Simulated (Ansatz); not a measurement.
This geometry of FH$_{5}$W (7 atoms, charge 0, multiplicity 1) is a first-order saddle point.

Method: RKS BLYP/def2-SVP (Ansatz 0.2.0).

```xyz
7
Properties=species:S:1:pos:R:3
W -0.067 -0.295 0.119
H 0.801 -0.173 1.573
H 1.271 0.724 0.152
H -0.166 1.478 0.181
H -1.617 0.418 0.144
F -0.125 -2.209 0.053
H 0.802 -0.073 -1.322
```

(1) Which two structures does it join? (They come from a converged band through this point; their orientation in space is the band's.)

(2) How far does it lie above each of them?

Answers

(1) No bond is made or broken.  The two ends are copies of one structure, up to a mirror image or an exchange of like atoms.

First end point:

```xyz
7
Properties=species:S:1:pos:R:3
W 0.078 -0.250 0.078
H 0.428 0.057 1.714
H 1.714 0.057 0.428
H -0.818 0.885 -0.818
H -1.137 0.568 0.943
F -0.308 -2.015 -0.308
H 0.943 0.568 -1.137
```

Last end point:

```xyz
7
Properties=species:S:1:pos:R:3
W 0.078 -0.250 0.078
H 0.429 0.058 1.714
H 1.714 0.057 0.428
H -1.136 0.569 0.943
H -0.819 0.884 -0.819
F -0.309 -2.015 -0.308
H 0.943 0.568 -1.137
```

(2) 29.1 kcal/mol above the first and 29.1 kcal/mol above the second. This is the barrier of this one path; another mechanism may lie lower.

The run took 4.4 min on 1 thread of Intel(R) Xeon(R) Platinum 8488C (Sapphire Rapids), with other jobs on the host, peak memory 0.15 GiB.
